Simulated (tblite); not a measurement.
Species: C2H12NSi3 (doublet state).
Geometry (GFN2-xTB, Å), atoms numbered from 1 in this order:
```
atom  x, y, z in Å
C1    -2.041   -1.246   -0.130
N2    -2.372    0.153   -0.162
Si3   -1.218    1.437   -0.028
Si4    0.479    1.157   -1.539
C5     2.063    0.692   -0.576
Si6    2.025   -0.931    0.397
H7    -2.053   -1.658    0.887
H8    -1.042   -1.387   -0.539
H9    -2.749   -1.817   -0.737
H10   -3.319    0.320    0.142
H11   -2.143    2.580   -0.183
H12    0.752    2.446   -2.204
H13    0.387    0.195   -2.654
H14    2.301    1.505    0.111
H15    2.888    0.654   -1.288
H16    3.316   -1.177    1.049
H17    0.977   -0.866    1.423
H18    1.740   -2.049   -0.510
```

Computed values, GFN2-xTB/tblite, gas phase, harmonic and unscaled. This tight-binding method is rough: wavenumbers can miss measured ones by several per cent, in bad cases by 10 to 20. Modes of hydrogen on silicon can be 10 to 20 % off. One conformer, not necessarily the lowest. Open shells enter through the occupations alone, without spin polarisation, and single modes of such species can be off by tens of per cent.

Harmonic wavenumbers (cm⁻¹): 47.9, 52.0, 90.3, 110.5, 136.1, 146.1, 155.3, 200.9, 294.9, 321.4, 426.6, 460.9, 486.5, 495.5, 513.2, 552.6, 621.9, 672.5, 702.1, 730.2, 793.4, 796.9, 802.3, 803.3, 821.6, 832.5, 1028.7, 1060.8, 1107.2, 1142.4, 1163.7, 1360.2, 1425.9, 1465.5, 1487.7, 1505.1, 2099.2, 2119.7, 2143.7, 2219.5, 2222.7, 2235.4, 2894.5, 2955.3, 2960.1, 2974.4, 3017.1, 3444.8.

A = 2187, B = 1112, C = 852.1 MHz; mass 134.028 u (most abundant isotopes); point group C1, symmetry number 1; spin multiplicity 2.

Q: Zero-point energy?

A: ½Σν̃ = 28050 cm⁻¹ = 80.20 kcal/mol.

Q: What is S at 298.15 K and 1 bar for an ideal gas of classical rigid rotors and harmonic oscillators?

A: Translation 40.62, rotation 29.43, vibration 36.71, spin (R ln 2) 1.38: S = 108.1 cal/(mol K).

Q: And Cp and H(298.15 K) − H(0)?

A: Cp = 43.51 cal/(mol K), of which vibrations give 35.57 (their classical limit is 48 R = 95.4); H(298.15 K) − H(0) = 8.00 kcal/mol without the zero-point energy, 5.63 from vibrations.

Q: Blend soft modes into free rotors: weight 1/[1 + (100 cm⁻¹/ν̃)⁴] for the oscillator and the rest for a rotor with moment μB/(μ + B), μ = h/(8π²ν), B = 10⁻⁴⁴ kg m². What vibrational entropy results?

A: 33.56 cal/(mol K) in place of 36.71, which changes −T·S at 298.15 K by +0.94 kcal/mol.

Q: What must be added to the electronic energy to get the Gibbs energy at 298.15 K and 1 bar?

A: ZPE + [H(298.15 K) − H(0)] − T·S = 80.20 + 8.00 − 32.24 = 55.96 kcal/mol.

Hindered rotation and anharmonicity are outside this model. Other conformers, if any are populated, would add a mixing term that is left out. The structure is chiral; the term R ln 2 for an equal mix with its mirror image is left out.
